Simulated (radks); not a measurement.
Numerical settings for neutral titanium, [Ar] 3d2 4s2. Calculated with a radial shooting solver on a logarithmic mesh with Libxc functionals: Dirac Kohn-Sham, LDA (Slater exchange, Perdew-Wang correlation), spin-unpolarised, spherical densities, finite nucleus; open shells are shared between the two j in proportion to 2j + 1; Fermi nuclear charge, rms radius 3.5921 fm. The defaults (mesh step 0.008 in ln r, mesh end at 40 bohr or more with all orbitals vanishing there, Anderson mixing 0.5 over 9 steps, residual threshold near 1e-9 with the energy settled to 1e-9 hartree or 1e-11 of itself, here a cap of 75 iterations) give E = -851.7314 hartree and 3d5/2 at -4.446 eV in 13 iterations. Run on one thread of a shared host, so times are rough (Arm Neoverse N1): 0.11 s of CPU time, 0.11 s wall, 13 iterations on 2381 mesh points. Changes against that run (0 stands for a change within the tolerance of the run):

| setting | iterations | converged | E (mhartree) | e(3d5/2) (meV) | CPU (s) |
|---|---|---|---|---|---|
| mesh step in ln r 0.003 | 13 | yes | 0 | 0 | 0.27 |
| mesh step in ln r 0.012 | 13 | yes | 0 | 0 | 0.08 |
| mesh step in ln r 0.005 | 13 | yes | 0 | 0 | 0.17 |
| mesh end (bohr) 3 | 13 | level above zero | +2.04e+03 | +1.62e+04 | 0.07 |
| mesh end (bohr) 12 | 13 | yes | +0.0889 | +9.34 | 0.1 |
| residual threshold 1e-16 | 75 | no | 0 | 0 | 0.33 |
| residual threshold 0.001 | 7 | yes | 0 | +4.61 | 0.08 |
| mixing 1 | 12 | yes | 0 | 0 | 0.11 |
| linear mixing, mixing 0.8 | 75 | no | 0 | +0.314 | 0.48 |
| linear mixing, mixing 0.2 | 75 | no | 0 | 0 | 0.41 |
| mixing history 3 | 16 | yes | 0 | 0 | 0.12 |
| iteration cap 5 | 5 | no | 0 | -8.24 | 0.05 |

Settled on a wrong energy, with an occupied level pushed above zero by the early mesh end: mesh end (bohr) 3 (+2.04 hartree). Apart from these: no run marked as converged misses the energy by more than 1 mhartree. A mesh that ends early acts as a hard wall.
